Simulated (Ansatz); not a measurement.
Reaction (ligand exchange at a B–C bond): `BC1=C(S)C1` + `O[SiH2]S` → `BO[SiH2]S` + `SC1=CC1`

Isolated molecules relaxed with PBE0-D4/def2-TZVP in Ansatz; ΔE leaves out vibrations. CCSD(T)/CBS is the MP2 limit (def2-TZVPP, def2-QZVPP) plus CCSD(T) − MP2 in def2-TZVPP, frozen cores. Each species was taken in one conformer, which may not be the lowest.

| species | CCSD(T)/CBS(def2) energy (Eh) |
| --- | --- |
| `BC1=C(S)C1` | -539.63170 |
| `O[SiH2]S` | -764.50758 |
| `BO[SiH2]S` | -789.92994 |
| `SC1=CC1` | -514.23842 |

Problem. Work out ΔE.

Solution. ΔE = (-789.92994) + (-514.23842) − (-539.63170) − (-764.50758) = -0.02908 Eh = -0.79 eV.

Problem. What do rigid-rotor, harmonic-oscillator terms from PBE0-D4/def2-TZVP frequencies (298.15 K, 1 bar) make of the CCSD(T)/CBS value? (Best estimate.)

Solution. Ansatz gave: ΔZPE = 0.00 eV, ΔH = -0.78 eV, ΔS = 9 J/(mol·K), ΔG = -0.81 eV. Modes under 50 cm⁻¹ make the entropy rough.

Largest T1 diagnostic among the species: 0.013.

In def2-TZVPP, CCSD(T) changes the Hartree–Fock value by +0.11 eV (the triples alone add +0.03 eV) and MP2 by +0.15 eV. From PBE to PBE0 (25 % exact exchange), in def2-TZVPP and without D4, ΔE moves by −0.07 eV.
